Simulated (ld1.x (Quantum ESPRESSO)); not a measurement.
**O: one change to an ultrasoft potential, before and after**

```
Element                 : O (Z = 8)
Generator               : ld1.x (Quantum ESPRESSO) 7.5
Type                    : ultrasoft
Functional              : PBEsol
Relativity              : scalar-relativistic
Frozen core             : [He]
Valence charge          : 6
Reference configuration : 2s2 2p4
Partial waves           : 2s (bound): rcut 0.80, rcutus 0.95 bohr; 2s channel at -0.45 Ry: rcut 0.80, rcutus 0.95 bohr; 2p (bound): rcut 1.20, rcutus 1.40 bohr; 2p channel at 0.8 Ry: rcut 1.20, rcutus 1.40 bohr
Local potential         : all-electron potential smoothed inside 0.80 bohr (lloc = -2)
Core correction         : none
Augmentation charge     : built from norm-conserving waves at rcut, not smoothed further
```

Change: local potential all-electron potential smoothed inside 1.15 bohr (lloc = -1).

Cutoffs: the cutoffs (Ry, on a coarse ladder) from which the occupation-weighted sum of valence levels, in a spherical-Bessel basis at the reference potential, stays within 10 and 1 mRy of its value at 400 Ry; they do not see the model core or the augmentation charge, which bear on the density cutoff. Errors are all-electron minus pseudo energies relative to the spin-unpolarised reference configuration.

**Question.** Predict the effect on cutoff, ghosts and configuration errors.

**Answer.** The potential gets softer (35 Ry and 70 Ry → 35 Ry and 60 Ry); the errors of the 7 common tests hardly move; neither file shows a bound ghost.

```csv
quantity,base,changed
"cutoff, loose",35 Ry,35 Ry
"cutoff, tight",70 Ry,60 Ry
bound ghosts,none,none
"error for 2s2 2p3, meV [ΔE 16.36 eV]",+7.2,+7.2
"error for 2s2 2p2, meV [ΔE 49.84 eV]",+69,+69
"error for 2s2 2p1, meV [ΔE 103.54 eV]",+304,+304
"error for 2s0 2p6, meV [ΔE 29.75 eV]",+37,+38
"error for 2s2 2p4.3, meV [ΔE -2.11 eV]",+0.3,+0.3
"error for 2s2 2p3.5, meV [ΔE 6.25 eV]",+0.9,+0.8
"error for 2s2 2p0, meV [ΔE 180.19 eV]",+981,+981
s: phases at 1.55 bohr within 0.05 rad from the reference energy up to (Ry; the scan ends near 5),to the end of the scan,to the end of the scan
p: phases at 1.55 bohr within 0.05 rad from the reference energy up to (Ry; the scan ends near 5),to the end of the scan,to the end of the scan
lowest overlap eigenvalue by channel,"s 0.54, p 1.00","s 0.53, p 1.00"
```
